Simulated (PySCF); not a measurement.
Species: C4H2N4.
Structure used (GFN2-xTB), in Å, numbered top down from 1:
```xyz
10
C4H2N4 angstrom
N      3.0580    0.1112    0.0362
C      1.9135    0.0710    0.0209
C      0.5027    0.0194    0.0036
C     -0.2122   -1.1851   -0.0157
N     -1.5330   -1.1868   -0.0316
N     -2.1965   -0.0807   -0.0328
N     -1.6170    1.0715   -0.0148
C     -0.2997    1.1677    0.0059
H      0.2771   -2.1491   -0.0177
H      0.1160    2.1656    0.0235
```

A PySCF run (density fitting, gas phase, GFN2-xTB geometry) gave HOMO -9.83 eV, LUMO -1.57 eV, dipole 1.12 D and E = -372.124 Eh.

Task: Which of these levels was it?
A. PBE0/pcSseg-1
B. PBE0/IGLO-II
C. LDA/pcseg-1
D. wB97X-D/def2-SVPD

Result: D. It is wB97X-D/def2-SVPD. All candidates on this geometry:

```csv
level and settings,kind,basis functions,SCF cycles,E (Eh),HOMO (eV),LUMO (eV),dipole (D)
LDA/pcseg-1,LDA,122,15,-369.3368,-6.28,-4.46,1.35
PBE0/pcSseg-1,global hybrid,146,15,-372.0579,-7.97,-3.30,1.23
"PBE0/IGLO-II, fitting basis def2-qzvpp-jkfit",global hybrid,188,11,-372.1873,-7.90,-3.22,1.20
wB97X-D/def2-SVPD,range-separated hybrid,176,14,-372.1240,-9.83,-1.57,1.12
```

The nearest other candidate, by the summed differences of HOMO and LUMO, is PBE0/IGLO-II: its HOMO differs by +1.93 eV and its LUMO by -1.65 eV. wB97X-D ran without the empirical dispersion term, which would shift the total energy alone. Cycle counts include a coarse-grid stage where the run had one.
